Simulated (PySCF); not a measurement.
Vertical excitations of a molecule C2H5ClOSi2 from TDDFT-LC-ωPBE/def2-SVPD (PySCF 2.14.0), as energy in eV (oscillator strength): 5.39 (0.000), 5.76 (0.003), 5.83 (0.003), 7.56 (0.021), 7.57 (0.029), 7.77 (0.094), 8.05 (1.355), 8.28 (0.014), 8.50 (0.040), 8.54 (0.005). Lowest triplet (TDA): 4.35 eV. The structure is a stationary point at B3LYP-D3(BJ)/def2-SVP. One conformer was computed; it need not be the lowest.

Which structure fits?
A. C#C[Si@H](Cl)O[SiH3]
B. O[SiH2]C#C[SiH2]Cl
C. C#C[SiH2]O[SiH2]Cl
D. C=C1[SiH2]O[Si@H]1Cl

B, O[SiH2]C#C[SiH2]Cl
